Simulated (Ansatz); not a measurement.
`[NH2][Ga]([F])[C]1(F)BN1` + HCl → `[NH2][Ga]([F])[Cl]` + `FC1BN1` at 600 K and 1 bar (ligand exchange at a Ga–C bond).

Program: Ansatz. Geometries: PBE0-D4/def2-TZVP. ΔE: electronic, gas phase. CCSD(T)/CBS is the MP2 limit (def2-TZVPP, def2-QZVPP) plus CCSD(T) − MP2 in def2-TZVPP, frozen cores. This one scheme is used for every species. For Ga outer-core shells are correlated without core-valence functions, which leaves a few kJ/mol of doubt a bond. Scalar relativity is left out up to krypton. One conformer a species, not always the lowest.

```csv
species,CCSD(T)/CBS energy (Eh),H − E (kJ/mol),S (J/(mol·K))
`[NH2][Ga]([F])[C]1(F)BN1`,-2298.22470,244.8,522.5
HCl,-460.38127,35.4,207.2
`[NH2][Ga]([F])[Cl]`,-2539.54166,123.4,402.9
`FC1BN1`,-219.10976,161.6,328.6
```

H − E and S are ideal-gas, rigid-rotor, harmonic terms from PBE0-D4/def2-TZVP, for one conformer and one mirror image of each species. 1 Eh = 2625.50 kJ/mol, R = 8.31446 J/(mol·K).

Task: By hand: ΔE, ΔH, ΔS and ΔG.

Result: ΔE = (-2539.54166) + (-219.10976) − (-2298.22470) − (-460.38127) = -0.04545 Eh = -119.3 kJ/mol. Δ(H − E) = 123.4 + 161.6 − 244.8 − 35.4 = 4.8, so ΔH = -114.5 kJ/mol. ΔS = 402.9 + 328.6 − 522.5 − 207.2 = 1.8 J/(mol·K). ΔG = -114.5 − 600 × (1.8)/1000 = -115.6 kJ/mol.

Task: By hand: the equilibrium constant, and the temperature at which ΔG would vanish if ΔH and ΔS stayed fixed.

Result: log₁₀ K = −ΔG/(RT ln 10) = 10.1. ΔH and −TΔS have one sign here, so there is no such temperature.

The number of gas molecules stays the same, so ΔS is small and ΔH decides. A doubt of 5 kJ/mol in ΔE shifts log₁₀ K by 0.4 here. Other conformers and mirror images would add mixing entropy, several J/(mol·K) or more a flexible species. Modes under 60 cm⁻¹, often nearly free rotors, make the harmonic entropy too high. These are equilibria of isolated gas molecules and say nothing of rates. Largest T1 diagnostic: 0.014 (customary marks: 0.02 for closed shells, 0.045 for open ones).

ΔS is within the doubt of such terms, so its sign, and with it that verdict, could turn.
